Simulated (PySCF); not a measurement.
# $^{17}$O chemical shifts

Calculated, not measured (PySCF): coordinates at the GFN2-xTB level, GIAO PBE0/pcSseg-1 shieldings. Fast rotation and ring inversion assumed for equivalent nuclei, one conformer, no relativistic terms, in vacuum.

Shieldings were converted by a linear fit to measured shifts: $^{17}$O: δ = 266.70 − 0.911σ (rms 10.7 ppm, 155 shifts, 12.2 ppm with the 3 outliers that the fit left out vs liquid water, solution or neat liquid). Occasional misses reach two or three times the rms, and more in compound classes unlike the fitted ones.

**Question.** Give the $^{17}$O shifts of `N#CC1=C(CCO)[SiH2][SiH2]1`, `CNC(=O)CCC(F)F`, `CC(C)(C)CO`.

**Answer.** 
```csv
compound,environment,δ (ppm)
N#CC1=C(CCO)[SiH2][SiH2]1,alcohol oxygen,7.9
CNC(=O)CCC(F)F,amide-type carbonyl oxygen,319.8
CC(C)(C)CO,alcohol oxygen,-13.2
```

**Question.** Match the shifts 338.7, 54.6, -0.1 ppm to `CC[C@H](C)OC`, `CNC(=O)[C@H](C)C(F)(F)F`, `C#CC[P@](C)(=O)P(C)C`.

**Answer.** 338.7: CNC(=O)[C@H](C)C(F)(F)F (amide-type carbonyl oxygen); 54.6: C#CC[P@](C)(=O)P(C)C (P=O oxygen); -0.1: CC[C@H](C)OC (ether oxygen).

In solution the two oxygens of a carboxylic acid give one averaged line by proton exchange, and hydrogen bonding shields acid and N–H amide carbonyl oxygens by tens of ppm; neither is in these numbers.
